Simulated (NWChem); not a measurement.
Species: CH6GaNO; SMILES C[O][GaH][NH2]

```xyz
10

Ga    -0.6159     0.4288     0.0701
H     -1.9642     1.1847     0.2577
O     -0.6281    -1.3709     0.2194
C      0.5567    -2.1332     0.0988
H      1.3021    -1.8766     0.8675
H      0.3008    -3.1928     0.2231
H      1.0326    -2.0200    -0.8883
N      1.0050     1.2328    -0.2035
H      1.0741     2.2118    -0.4495
H      1.8346     0.7181    -0.4681
```
Atoms are numbered in this order, from 1.

Computed with NWChem. Pople sets run with spherical d functions. Coordinates come from a B3LYP/6-31G* (spherical d) optimisation. B3LYP is NWChem's, with the RPA form of VWN correlation. GIAO values for the isolated, static molecule; σ is the absolute isotropic shielding, δ = σ(reference) − σ with the isolated reference molecule computed at the same levels (13C: tetramethylsilane, 1H: tetramethylsilane, 15N: ammonia, 17O: water).

| level | σ Ga1 (ppm) | δ H2 (ppm) | δ O3 (ppm) | δ C4 (ppm) | δ N8 (ppm) | δ H9 (ppm) | δ H10 (ppm) |
|---|---|---|---|---|---|---|---|
| B3LYP/6-311G** | 1379.8 | 5.49 | 81.6 | 57.1 | 46.8 | 1.77 | 1.72 |
| BHandHLYP/pcSseg-1 | 1463.7 | 4.81 | 40.8 | 55.4 | 34.0 | 1.55 | 1.58 |
| PBE/pcSseg-1 | ___ | ___ | ___ | ___ | ___ | ___ | ___ |
| Hartree-Fock/6-31G* | 1753.7 | 5.50 | -0.2 | 50.0 | 18.9 | 0.57 | 0.60 |
| B3LYP/6-31G* | 1599.0 | 5.92 | 69.0 | 54.4 | 45.6 | 1.28 | 1.30 |

Task: What belongs in the gaps?

Result: 
- PBE/pcSseg-1, σ Ga1 (ppm): 1333.8
- PBE/pcSseg-1, δ H2 (ppm): 5.29
- PBE/pcSseg-1, δ O3 (ppm): 89.1
- PBE/pcSseg-1, δ C4 (ppm): 59.1
- PBE/pcSseg-1, δ N8 (ppm): 52.5
- PBE/pcSseg-1, δ H9 (ppm): 2.00
- PBE/pcSseg-1, δ H10 (ppm): 2.06
